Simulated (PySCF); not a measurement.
# Spin-rotation constants: SMILES CCn1nnc(Cl)c1C, C5H8ClN3

Geometry:
| atom | x (Å) | y (Å) | z (Å) |
| --- | --- | --- | --- |
| C1 | -2.172 | -0.208 | 0.340 |
| C2 | -1.253 | 0.111 | -0.836 |
| N3 | -0.023 | 0.708 | -0.390 |
| N4 | 0.113 | 2.029 | -0.343 |
| N5 | 1.271 | 2.320 | 0.114 |
| C6 | 1.923 | 1.176 | 0.381 |
| Cl7 | 3.505 | 1.119 | 1.003 |
| C8 | 1.102 | 0.103 | 0.063 |
| C9 | 1.324 | -1.356 | 0.150 |
| H10 | -1.713 | -0.934 | 1.006 |
| H11 | -3.109 | -0.616 | -0.027 |
| H12 | -2.381 | 0.698 | 0.902 |
| H13 | -1.022 | -0.795 | -1.402 |
| H14 | -1.729 | 0.839 | -1.495 |
| H15 | 0.663 | -1.808 | 0.889 |
| H16 | 1.140 | -1.833 | -0.813 |
| H17 | 2.354 | -1.540 | 0.445 |

Computed with GIAO B97-2/pcSseg-1 magnetisability, rotational g tensor and spin-rotation constants, non-relativistic, gas phase in PySCF. Geometry: GFN2-xTB.

Task: Give the nuclear spin-rotation constants along the inertial axes (H = +C I·J) beside the isotropic shieldings.

Result: Rotational constants 2.9559, 0.9017, 0.7414 GHz. A star marks the isotopologue with that one atom substituted, in its own axes.
```csv
atom,isotope,Caa (kHz),Cbb (kHz),Ccc (kHz),mean (kHz),σ (ppm)
N3,14N,0.629,0.120,0.063,0.271,-2.3
N4,14N,0.779,0.211,0.067,0.352,-119.5
N5,14N,0.840,0.200,0.049,0.363,-106.8
Cl7,35Cl,0.283,0.266,0.154,0.234,809.3
H10,1H,-0.263,-0.024,-0.064,-0.117,30.5
H11,1H,0.060,-0.106,-0.080,-0.042,30.6
H12,1H,-0.310,-0.034,-0.041,-0.129,30.3
H13,1H,-0.286,-0.013,-0.037,-0.112,27.9
H14,1H,-0.167,-0.011,-0.059,-0.079,27.2
H15,1H,-0.224,-0.073,-0.026,-0.108,29.6
H16,1H,-0.243,-0.082,-0.015,-0.113,29.7
H17,1H,0.009,-0.065,-0.082,-0.046,29.0
C1,13C*,0.407,0.139,0.100,0.215,167.6
C2,13C*,0.469,0.183,0.138,0.263,140.6
C6,13C*,1.322,0.268,0.185,0.592,43.9
C8,13C*,1.046,0.390,0.119,0.518,54.4
C9,13C*,0.415,0.117,0.086,0.206,176.5
```
For the geometry as given, no vibrational averaging.
